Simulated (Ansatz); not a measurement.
## C2H5AlBN (SMILES B[C]1=C[NH][AlH]1): methods side by side

C2H5AlBN has 10 atoms, charge 0, and is taken as a singlet. As SMILES, `B[C]1=C[NH][AlH]1`. The coordinates come from a PBE0-D4/def2-TZVP relaxation.

```xyz
10

B    -1.2530    0.5767   -1.4187
C    -0.1438    0.2428   -0.4788
C    -0.3150   -0.4713    0.7023
N     0.8209   -0.6735    1.4228
Al    1.6885    0.2649    0.0805
H    -2.3757    0.2170   -1.1617
H    -1.0762    1.1954   -2.4326
H    -1.2730   -0.8592    1.0617
H     0.7920   -1.1794    2.2897
H     3.2184    0.6355   -0.0622
```

Quantity: the electronic atomisation energy, in eV. The values are calculated. Electronic energies at fixed atoms, without zero-point motion or spin-orbit coupling.

```json
{"level": "HF/6-31G* (spherical functions)", "kind": "Hartree–Fock", "program": "Ansatz", "value (eV)": "28.05", "CPU time (all runs)": "3.3 s"}
{"level": "BLYP/6-31G* (spherical functions)", "kind": "GGA", "program": "Ansatz", "value (eV)": "38.79", "CPU time (all runs)": "12 s"}
{"level": "r2SCAN/6-31G* (spherical functions)", "kind": "meta-GGA", "program": "Ansatz", "value (eV)": "39.19", "CPU time (all runs)": "23 s"}
{"level": "BHLYP/6-31G* (spherical functions)", "kind": "global hybrid", "program": "Ansatz", "value (eV)": "37.61", "CPU time (all runs)": "12 s"}
{"level": "wB97M-V/6-31G* (spherical functions)", "kind": "range-separated hybrid", "program": "Ansatz", "value (eV)": "39.48", "CPU time (all runs)": "1.9 min"}
{"level": "B2PLYP/6-31G* (spherical functions)", "kind": "double hybrid", "program": "Ansatz", "value (eV)": "37.91", "CPU time (all runs)": "15 s"}
{"level": "RPA@PBE/6-31G* (spherical functions)", "kind": "RPA", "program": "Ansatz", "value (eV)": "34.16", "CPU time (all runs)": "17 s"}
{"level": "MP2/6-31G* (spherical functions)", "kind": "perturbation theory", "program": "Ansatz", "value (eV)": "36.09", "CPU time (all runs)": "3.8 s"}
{"level": "BCCD(T)/6-31G* (spherical functions)", "kind": "coupled cluster or CI", "program": "Ansatz", "value (eV)": "35.20", "CPU time (all runs)": "26 s"}
{"level": "CCSD/6-31G* (spherical functions)", "kind": "coupled cluster or CI", "program": "Ansatz", "value (eV)": "34.69", "CPU time (all runs)": "15 s"}
```

The values span 28.05 to 39.48 eV. Times are those of the runs behind each value, whatever else they computed, on shared processors of several kinds: orders of magnitude only.
